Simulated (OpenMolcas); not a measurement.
# Rh²⁺: the spin-orbit constant, worked from levels

```yaml
Program: OpenMolcas
Basis: ANO-RCC-VQZP [8s7p5d3f2g1h]
Scalar_Hamiltonian: DKH2, point nucleus
Active_space: 7 electrons in 5 orbitals (4d)
State_averaging: 2S+1 = 4 even, 10 roots; 2S+1 = 2 even, 40 roots
Spin-orbit_coupling: RASSI with atomic mean-field integrals over the reference wave functions, term energies averaged over their components
```

Methods: CASSCF; MS-CASPT2, IPEA 0.25 Eh, imaginary shift 0.1 Eh (closed shells correlated: 4s 4p). Measured levels: the list in Shadmi, J. Res. Natl. Bur. Stand. 70A, 435 (1966).

**The spin-orbit constant.** For the Hund term ⁴F of d7, E(J) = (A/2) J(J+1) + constant and ζ = -2S·A = -3A. From J = 3/2 to J = 9/2 the energy changes by 10.5 A.

| Source | E(9/2) - E(3/2) | A | ζ |
| --- | --- | --- | --- |
| CASSCF | -4371.9 | -416.4 | 1249 |
| MS-CASPT2 | -4326.4 | -412.0 | 1236 |
| measured | -4322.0 | -411.6 | 1235 |

All in cm-1. MS-CASPT2 is off by +0.1 % and CASSCF by +1.2 %. Both methods take the spin-orbit matrix elements from the reference wave functions, so the second can move ζ only through the term energies and any multistate remixing. Second-order mixing with other terms is absorbed into this ζ.

CASPT2 breaks the degeneracy within a term, and the mean is taken; among the terms shown or strongly mixed into the levels shown the widest spread is 1100 cm-1 (4d⁷ ⁴F, MS-CASPT2). Levels of configurations with an s electron are missing; early in the row they begin among the upper levels of the d shell and mix with terms of their name. Without dynamic correlation excited terms often stand tens of per cent too high (terms of higher spin than the ground term too low), and those without a measured partner can miss by more than the paired ones (holds for CASSCF). Computed and measured levels are paired by configuration, term and J; levels that our copy of the source lacks, or whose pairing is in doubt (as where it misses far off the trend of its configuration), stay unpaired and out of the deviations. Only configurations of the active space appear.
